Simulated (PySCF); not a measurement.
Isomers of C3H3F3O, mass 112.014 u with the commonest isotopes. The calculation used PySCF 2.14.0, PBE0-D3(BJ)/def2-SVP geometry optimisation, gas phase. One conformer each, none proved a minimum here; rigid rotors.

**Question.** Order these by rotational constant B, smallest first.
A. `[O:1]=[CH:2][CH2:3][C:4]([F:5])([F:6])[F:7]` with O1–C2–C3–C4 -137° (3,3,3-trifluoropropanal)
B. `[CH2:1]=[CH:2][O:3][C:4]([F:5])([F:6])[F:7]` with C1–C2–O3–C4 0°
C. `CC(=O)C(F)(F)F` (CF3C(O)CH3)

**Answer.** A (1629 MHz), B (2158 MHz), C (2478 MHz).

**Question.** Order these by out-of-plane moment Σ m c² = (Ia + Ib − Ic)/2, largest first.
A. `[O:1]=[CH:2][CH2:3][C:4]([F:5])([F:6])[F:7]` with O1–C2–C3–C4 -137°
B. CF3C(O)CH3, `CC(=O)C(F)(F)F`
C. `[CH2:1]=[CH:2][O:3][C:4]([F:5])([F:6])[F:7]` with C1–C2–O3–C4 0°

**Answer.** A (47.15 u·Å²), B (45.89 u·Å²), C (43.83 u·Å²).

**Question.** Order these by rotational constant A, smallest first.
A. `[O:1]=[CH:2][CH2:3][C:4]([F:5])([F:6])[F:7]` with O1–C2–C3–C4 -137° (3,3,3-trifluoropropanal)
B. `[CH2:1]=[CH:2][O:3][C:4]([F:5])([F:6])[F:7]` with C1–C2–O3–C4 0°
C. `CC(=O)C(F)(F)F` (CF3C(O)CH3)

**Answer.** C (3679 MHz), B (4933 MHz), A (5198 MHz).

| SMILES | point group | Ia (u·Å²) | Ib (u·Å²) | Ic (u·Å²) | κ | μa (D) | μb (D) | μc (D) |
| --- | --- | --- | --- | --- | --- | --- | --- | --- |
| CC(=O)C(F)(F)F | Cs | 137.36 | 203.98 | 249.54 | -0.45 | 1.04 | 2.26 | 0.00 |
| C=COC(F)(F)F | Cs | 102.44 | 234.22 | 249.00 | -0.91 | 1.72 | 0.12 | 0.00 |
| O=CCC(F)(F)F | C1 | 97.23 | 310.27 | 313.19 | -0.99 | 0.54 | 0.29 | 1.51 |
